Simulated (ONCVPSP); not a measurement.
## Varying the ONCV potential for calcium

Base potential:

Ca (Z = 20), optimised norm-conserving Vanderbilt (ONCV), made with ONCVPSP 4.0.1 (PBE, scalar-relativistic). Core [Ne], reference 3s2 3p6 4s2. Waves: 3s+4s: rc 1.70 bohr, ncon 3, nbas 6, qcut 9 1/bohr, 2 projectors; 3p: rc 1.85 bohr, ncon 3, nbas 7, qcut 5.8 1/bohr, 1 projector; d scattering state at 0.09 Ha: rc 1.55 bohr, ncon 4, nbas 6, qcut 6.8 1/bohr, local. Local part: the d channel. Core correction: Teter function fitted to the true core (icmod 2), fcfact 0.6.

In the d channel the program set the typed energies aside and used 0.050 Ha.

Cutoffs, loose and tight: the cutoffs (Ha) at which the residual kinetic energy of the hardest occupied pseudo-wave falls to 1 and 0.1 mHa per electron. They do not see the model core or the augmentation charge, which bear on the density cutoff. Test errors are all-electron minus pseudo excitation energies from the reference, over the configurations 3s2 3p6 4s1; 3s2 3p6 4s0; 3s2 3p6 4s1.5; 3s2 3p6 3d0.5 4s1.5. A dash means not determined; rows that change the core or the reference have their own tests. The largest error is taken over the tests solved by every variant that gives reliable tests at all: 3s2 3p6 4s0; 3s2 3p6 4s1; 3s2 3p6 4s1.5.

A true bound ghost makes a file unfit for plane-wave use even where its test errors are small: the radial tests pick states by their node count and pass the ghost by.

```tsv
change	outcome	cutoff, loose	cutoff, tight	bound ghosts	GHOST(+) flags above zero	largest test error (meV)
base	generated, projector energies reset by the program	20 Ha	25 Ha	s	none	-2.4
d: rc 1.7	generated, projector energies reset by the program	20 Ha	25 Ha	s	none	4 of 4 tests not solved or not reliable
p: rc 2.44	generated, projector energies reset by the program	20 Ha	25 Ha	s	none	-7.3
p: ncon 4, nbas 8	generated, projector energies reset by the program	20 Ha	25 Ha	s	none	-2.3
d: qcut 8.2	generated, projector energies reset by the program	20 Ha	25 Ha	s	none	-1.4
p: qcut 5.1	generated, projector energies reset by the program	20 Ha	25 Ha	s	none	-2.9
reference 3s2 3p6 4s1.75 4p0.25; wave 3p: rc 1.85 bohr, ncon 3, nbas 7, qcut 5.8 1/bohr, 1 projector becomes 3p+4p: rc 1.85 bohr, ncon 3, nbas 7, qcut 5.8 1/bohr, 2 projectors	generated, projector energies reset by the program	20 Ha	25 Ha	s	none	-3.3
```
